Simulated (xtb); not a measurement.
CH₃Si, charge +2, doublet, at a GFN2-xTB geometry of the parent state (a state made from the parent by changing its charge; the spin is typed, not shown lowest); GFN1-xTB in xtb.

xtb was given this input:
```
$ xtb mol.xyz --gfn 1 --chrg 2 --uhf 1 --json

# file mol.xyz
5

C     -1.08417464     0.00728085    -0.00679304
Si     0.78388073    -0.00526421     0.00491151
H     -1.48875612    -0.60148259    -0.82507737
H     -1.48220116     1.02217807    -0.13099801
H     -1.49832506    -0.39068170     0.92807251
```

It wrote (shortened):

```
   ID    Z sym.   atoms
    1    6 C      1
    2   14 Si     2
    3    1 H      3-5

           -------------------------------------------------
          |                Calculation Setup                |
           -------------------------------------------------

           -------------------------------------------------
          |                 G F N 1 - x T B                 |
           -------------------------------------------------

          ...................................................
          :                      SETUP                      :
          :.................................................:
          :  # basis functions                  20          :
          :  # atomic orbitals                  19          :
          :  # shells                           11          :
          :  # electrons                         9          :
          :  # halogen bonds                     0          :
          :  max. iterations                   250          :
          :  Hamiltonian                  GFN1-xTB          :
          :  restarted?                      false          :
          :  GBSA solvation                  false          :
          :  PC potential                    false          :
          :  electronic temp.          300.0000000     K    :
          :  accuracy                    1.0000000          :
          :  -> integral cutoff          0.2500000E+02      :
          :  -> integral neglect         0.1000000E-07      :
          :  -> SCF convergence          0.1000000E-05 Eh   :
          :  -> wf. convergence          0.2000000E-04 e    :
          :  Broyden damping             0.4000000          :
          :  net charge                          2          :
          :  unpaired electrons                  1          :
          ...................................................

 iter      E             dE          RMSdq      gap      omega  full diag
   1     -4.2820006 -0.428200E+01  0.850E+00    5.11       0.0  T
   2     -4.3044956 -0.224949E-01  0.448E+00    3.41       1.0  T
   3     -4.2653565  0.391391E-01  0.243E+00    4.39       1.0  T
   4     -4.3189043 -0.535478E-01  0.350E-01    3.36       1.0  T
   5     -4.3188215  0.828124E-04  0.245E-01    3.43       1.0  T
   6     -4.3189340 -0.112489E-03  0.226E-02    3.40       2.0  T
   7     -4.3189243  0.966027E-05  0.355E-02    3.42       1.3  T
   8     -4.3189349 -0.105510E-04  0.245E-03    3.40      18.3  T
   9     -4.3189350 -0.517023E-07  0.887E-04    3.40      50.4  T
  10     -4.3189350 -0.679223E-08  0.403E-06    3.41   11096.7  T
  11     -4.3189350 -0.202505E-12  0.267E-08    3.41  100000.0  T

   *** convergence criteria satisfied after 11 iterations ***

         :::::::::::::::::::::::::::::::::::::::::::::::::::::
         ::                     SUMMARY                     ::
         :::::::::::::::::::::::::::::::::::::::::::::::::::::
         :: total energy              -4.258770474071 Eh    ::
         :: gradient norm              0.039096590584 Eh/a0 ::
         :: HOMO-LUMO gap              3.405120433176 eV    ::
         ::.................................................::
         :: SCC energy                -4.318934959179 Eh    ::
         :: -> electrostatic           0.455893714979 Eh    ::
         :: repulsion energy           0.061149132227 Eh    ::
         :: dispersion energy         -0.000984647119 Eh    ::
         :: halogen bond corr.         0.000000000000 Eh    ::
         :: add. restraining           0.000000000000 Eh    ::
         :: total charge               2.000000000000 e     ::
         :::::::::::::::::::::::::::::::::::::::::::::::::::::

           -------------------------------------------------
          |                Property Printout                |
           -------------------------------------------------

    * Orbital Energies and Occupations

         #    Occupation            Energy/Eh            Energy/eV
      -------------------------------------------------------------
         1        2.0000           -1.1775988             -32.0441
         2        2.0000           -1.0898039             -29.6551
         3        2.0000           -1.0085515             -27.4441
         4        2.0000           -1.0085515             -27.4441
         5        1.0000           -0.9316072             -25.3503 (HOMO)
         6                         -0.8064713             -21.9452 (LUMO)
         7                         -0.8064713             -21.9452
         8                         -0.7455556             -20.2876
         9                         -0.7125130             -19.3885
        10                         -0.7125130             -19.3885
        11                         -0.6409026             -17.4398
        12                         -0.6409026             -17.4398
        13                         -0.5667196             -15.4212
        14                         -0.4909810             -13.3603
        15                         -0.4909810             -13.3603
        16                         -0.2117323              -5.7615
       ...                                ...                  ...
        19                          0.0785057               2.1362
      -------------------------------------------------------------
                  HL-Gap            0.1251359 Eh            3.4051 eV
             Fermi-level           -0.9195593 Eh          -25.0225 eV

  Mulliken/CM5 charges         n(s)   n(p)   n(d)
     1C     0.08994 -0.01455   1.083  2.827  0.000
     2Si    1.18002  1.12394   1.869  0.534  0.417
     3H     0.24335  0.29687   0.757  0.000  0.000
     4H     0.24335  0.29687   0.757  0.000  0.000
     5H     0.24335  0.29687   0.757  0.000  0.000

Wiberg/Mayer (AO) data.
largest (>0.10) Wiberg bond orders for each atom

 ---------------------------------------------------------------------------
     #   Z sym  total        # sym  WBO       # sym  WBO       # sym  WBO
 ---------------------------------------------------------------------------
     1   6 C    3.624 --     2 Si   1.189     3 H    0.811     4 H    0.811
                             5 H    0.811
     2  14 Si   1.561 --     1 C    1.189     5 H    0.124     4 H    0.124
                             3 H    0.124
     3   1 H    0.934 --     1 C    0.811     2 Si   0.124
     4   1 H    0.934 --     1 C    0.811     2 Si   0.124
     5   1 H    0.934 --     1 C    0.811     2 Si   0.124
 ---------------------------------------------------------------------------

Topologies differ in total number of bonds
Writing topology from bond orders to xtbtopo.mol

 dipole moment from electron density (au)
     X       Y       Z
   0.4589  -0.0031   0.0029  total (Debye):    1.167

           -------------------------------------------------
          | TOTAL ENERGY               -4.258770474071 Eh   |
          | GRADIENT NORM               0.039096590584 Eh/α |
          | HOMO-LUMO GAP               3.405120433176 eV   |
           -------------------------------------------------

normal termination of xtb
```
